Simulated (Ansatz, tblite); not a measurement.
Compound nanocrystal family: gap (eV) at several levels, gas phase, relaxed structures; Ansatz, xTB through tblite. Core potentials for In, Sb in the def2 sets, no spin–orbit coupling. Levels of anions in sets without diffuse functions are rough. A dash marks a value that wasn't run or was left out as unsound. The structures are stationary points that may keep the symmetry of their start.

```csv
species,state,geometry,GFN2-xTB,PBE-D4/def2-SVP,PBE-D4/def2-TZVP,r2SCAN-D4/def2-TZVP,PBE0-D4/def2-SVP,PBE0-D4/def2-TZVP
"Ga3Sb3H12, cut from wurtzite",singlet,PBE-D4/def2-SVP,3.47,4.14,4.10,4.48,5.81,5.77
"In10N9H26⁻, cut from wurtzite",singlet,r2SCAN-D4/def2-SVP,3.05,3.86,3.65,–,5.83,5.55
"Ga9As9H28, cut from zinc blende, disc",singlet,PBE-D4/def2-SVP,3.60,3.63,3.60,4.01,5.31,5.26
"In12Sb11H32⁻, cut from zinc blende",singlet,r2SCAN-D4/def2-SVP,–,2.67,2.64,2.99,4.13,4.09
"Ga11Sb12H32⁺, cut from zinc blende",singlet,PBE-D4/def2-SVP,–,3.09,3.06,3.41,4.61,4.56
"Ga13N14H34⁺, cut from wurtzite",singlet,PBE-D4/def2-SVP,3.60,4.20,4.00,4.64,6.28,6.02
"Zn6O6, cut from wurtzite, rearranged, bare",singlet,PBE-D4/def2-SVP,1.70,2.09,2.17,2.66,4.46,4.47
```
